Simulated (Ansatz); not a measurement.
`F[Si](F)(Cl)[SiH2]Cl`, 8 atoms. Total charge 0; spin multiplicity 1. All runs use 4 threads of a server CPU on a shared host. Correlated methods freeze the cores.

How many basis functions does each run have, and how long does it take in Ansatz? RKS HSE06-D4/def2-TZVPP energy; RKS PBE0-D4/def2-QZVPP energy; RHF-CCSD(T)/def2-SVP energy; RKS SPW92/def2-TZVPP energy; RKS PBE0-D4/def2-TZVP relaxation (10 steps); RKS PBE0-D4/def2-TZVP frequencies; RHF-MP2/def2-QZVPP energy; RHF-CCSD(T)/def2-TZVPP energy; RKS ωB97M-V/def2-QZVPP energy; RKS ωB97M-V/def2-SVP energy; RKS PBE0-D4/def2-SVP energy; direct RPA on PBE orbitals/def2-TZVPP energy. (An estimate is asked.)

Computed: Other jobs shared the machine, so times are rough.

```
                                level                    job  functions  wall time  peak host memory (GiB)
                 RKS PBE0-D4/def2-SVP                 energy        110        1 s                    0.25
                 RKS SPW92/def2-TZVPP                 energy        258      1.3 s                    0.41
                 RKS ωB97M-V/def2-SVP                 energy        110      3.5 s                    0.38
              RKS HSE06-D4/def2-TZVPP                 energy        258      3.6 s                    0.93
                 RHF-CCSD(T)/def2-SVP                 energy        110      3.8 s                    0.46
direct RPA on PBE orbitals/def2-TZVPP                 energy        258      4.3 s                     0.6
               RKS PBE0-D4/def2-QZVPP                 energy        454      8.5 s                     2.2
               RKS ωB97M-V/def2-QZVPP                 energy        454       15 s                     2.5
                   RHF-MP2/def2-QZVPP                 energy        454       16 s                     2.5
                RKS PBE0-D4/def2-TZVP  relaxation (10 steps)        222       34 s                    0.78
                RKS PBE0-D4/def2-TZVP            frequencies        222      110 s                    0.78
               RHF-CCSD(T)/def2-TZVPP                 energy        258      120 s                     5.6
```

HSE06 is defined as in plane-wave codes.
